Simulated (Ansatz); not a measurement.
`C[O][Mg][Br]` + `[F][Cd][F]` → `C[O][Mg][F]` + `[F][Cd][Br]` at 500 K and 1 bar (redistribution).

Gas-phase electronic energies from Ansatz, PBE0-D4/def2-TZVP geometries. CBS: MP2 limit from def2 TZ/QZ plus the TZ coupled-cluster correction, frozen cores. def2 core potentials past Kr. For Br, Cd, Mg outer-core shells are correlated without core-valence functions, which leaves a few kJ/mol of doubt a bond. Scalar relativity is left out up to krypton. Each species was taken in one conformer, which may not be the lowest.

```json
{"species": "`C[O][Mg][Br]`", "CCSD(T)/CBS energy (Eh)": "-2888.35255", "H − E (kJ/mol)": "148.0", "S (J/(mol·K))": "379.6"}
{"species": "`[F][Cd][F]`", "CCSD(T)/CBS energy (Eh)": "-367.32284", "H − E (kJ/mol)": "33.2", "S (J/(mol·K))": "292.7"}
{"species": "`C[O][Mg][F]`", "CCSD(T)/CBS energy (Eh)": "-414.81589", "H − E (kJ/mol)": "149.0", "S (J/(mol·K))": "354.9"}
{"species": "`[F][Cd][Br]`", "CCSD(T)/CBS energy (Eh)": "-2840.89161", "H − E (kJ/mol)": "32.4", "S (J/(mol·K))": "322.6"}
```

H − E and S are ideal-gas, rigid-rotor, harmonic terms from PBE0-D4/def2-TZVP, for one conformer and one mirror image of each species. 1 Eh = 2625.50 kJ/mol, R = 8.31446 J/(mol·K).

Question: By hand: ΔE, ΔH, ΔS and ΔG.

Answer: ΔE = (-414.81589) + (-2840.89161) − (-2888.35255) − (-367.32284) = -0.03211 Eh = -84.3 kJ/mol. Δ(H − E) = 149.0 + 32.4 − 148.0 − 33.2 = 0.2, so ΔH = -84.1 kJ/mol. ΔS = 354.9 + 322.6 − 379.6 − 292.7 = 5.2 J/(mol·K). ΔG = -84.1 − 500 × (5.2)/1000 = -86.7 kJ/mol.

Question: By hand: the equilibrium constant, and the temperature at which ΔG would vanish if ΔH and ΔS stayed fixed.

Answer: log₁₀ K = −ΔG/(RT ln 10) = 9.1. ΔH and −TΔS have one sign here, so there is no such temperature. One of them is within its doubt of zero, so this could turn.

The number of gas molecules stays the same, so ΔS is small and ΔH decides. A doubt of 5 kJ/mol in ΔE shifts log₁₀ K by 0.5 here. Other conformers and mirror images would add mixing entropy, several J/(mol·K) or more a flexible species. These are equilibria of isolated gas molecules and say nothing of rates. Largest T1 diagnostic: 0.018 (customary marks: 0.02 for closed shells, 0.045 for open ones).
